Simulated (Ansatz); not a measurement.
`[Cl][GeH3]` + `[SiH3]/N=C\S` → `S/C=[N]/[GeH2][Cl]` + SiH₄ at 700 K and 1 bar (redistribution).

Gas-phase electronic energies from Ansatz, PBE0-D4/def2-TZVP geometries. CCSD(T)/CBS adds triple-zeta CCSD(T) − MP2 to the extrapolated MP2 energy (def2 sets, frozen cores). This one scheme is used for every species. Double bonds are as drawn, so ΔE can hold a change between cis and trans. For Ge outer-core shells are correlated without core-valence functions, which leaves a few kJ/mol of doubt a bond. Scalar relativity is left out up to krypton. One conformer a species, not always the lowest.

```
             species  CCSD(T)/CBS energy (Eh)  H − E (kJ/mol)  S (J/(mol·K))
        `[Cl][GeH3]`              -2537.71925           104.5          321.9
      `[SiH3]/N=C\S`               -782.60025           213.9          426.7
`S/C=[N]/[GeH2][Cl]`              -3028.84838           202.2          482.8
                SiH₄               -291.46306           115.5          252.9
```

H − E and S are ideal-gas, rigid-rotor, harmonic terms from PBE0-D4/def2-TZVP, for one conformer and one mirror image of each species. 1 Eh = 2625.50 kJ/mol, R = 8.31446 J/(mol·K).

Task: By hand: ΔE, ΔH, ΔS and ΔG.

Result: ΔE = (-3028.84838) + (-291.46306) − (-2537.71925) − (-782.60025) = 0.00806 Eh = 21.2 kJ/mol. Δ(H − E) = 202.2 + 115.5 − 104.5 − 213.9 = -0.7, so ΔH = 20.5 kJ/mol. ΔS = 482.8 + 252.9 − 321.9 − 426.7 = -12.9 J/(mol·K). ΔG = 20.5 − 700 × (-12.9)/1000 = 29.5 kJ/mol.

Task: By hand: the equilibrium constant, and the temperature at which ΔG would vanish if ΔH and ΔS stayed fixed.

Result: log₁₀ K = −ΔG/(RT ln 10) = -2.2. ΔH and −TΔS have one sign here, so there is no such temperature.

TΔS isn't small against ΔH here. A doubt of 5 kJ/mol in ΔE shifts log₁₀ K by 0.4 here. Other conformers and mirror images would add mixing entropy, several J/(mol·K) or more a flexible species. Modes under 60 cm⁻¹, often nearly free rotors, make the harmonic entropy too high. These are equilibria of isolated gas molecules and say nothing of rates. Largest T1 diagnostic: 0.015 (customary marks: 0.02 for closed shells, 0.045 for open ones).

ΔS is within the doubt of such terms, so its sign, and with it that verdict, could turn.
